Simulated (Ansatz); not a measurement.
Total energies of `N[CH](N)[GaH][Cl]`.

```xyz
11

N    -1.4861   -0.4395    0.6594
C    -0.4203   -0.2527   -0.2673
N     0.1716    1.1436   -0.1683
Ga    1.4865   -0.4953    0.1398
Cl    2.7001   -0.6956   -1.6498
H    -1.4216   -1.3037    1.1729
H    -2.4069   -0.3649    0.2472
H    -0.6706   -0.4310   -1.3145
H    -0.2021    1.6105    0.6491
H     0.0595    1.7200   -0.9919
H     2.1900   -0.4913    1.5233
```

Charge 0, multiplicity 1. Correlated methods include outer-core shells of Ga, which these sets cover unevenly. Scalar relativity is left out up to krypton. The structure was optimised at the PBE0-D4/def2-TZVP level. It is one conformer, not always the lowest. Basis def2-TZVPP, Ansatz.

RPA on PBE orbitals: Hartree–Fock energy of these orbitals -2533.04777 Eh, correlation -1.62668 Eh (frozen core).

| functional | energy without D4 (Eh) | D4 term (kJ/mol) |
| --- | --- | --- |
| LDA (SPW92) | -2530.60428 | – |
| BLYP | -2536.39413 | -55.0 |
| r2SCAN | -2536.26811 | -6.2 |
| PBE0 | -2535.81442 | -21.5 |
| B3LYP | -2536.46036 | -40.9 |
| r2SCANh | -2536.24832 | -6.6 |
| HSE06 (plane-wave form) | -2535.79806 | -20.1 |
| BHLYP | -2536.27292 | -32.7 |
| CAM-B3LYP | -2536.45441 | -21.9 |
| B2PLYP | -2535.77315 | – |

Problem. Give the same for PBE, revPBE, B97M-V, r2SCAN0, LC-ωPBE, ωB97X-V, ωB97M-V, PBE-QIDH. (Estimate.)

Solution. Computed: 
| functional | energy without D4 (Eh) | D4 term (kJ/mol) |
| --- | --- | --- |
| PBE | -2535.72478 | -25.3 |
| revPBE | -2536.11832 | -73.7 |
| B97M-V | -2535.88662 | – |
| r2SCAN0 | -2536.22034 | -7.3 |
| LC-ωPBE | -2535.93115 | – |
| ωB97X-V | -2536.10359 | – |
| ωB97M-V | -2536.20226 | – |
| PBE-QIDH | -2535.37580 | – |

B3LYP takes the VWN-RPA correlation (the form of Gaussian; ORCA's B3LYP/G). HSE06 is the plane-wave form, built on full-range PBE exchange. The double hybrids freeze the cores in their second-order part.

LC-ωPBE has ω = 0.4 bohr⁻¹.
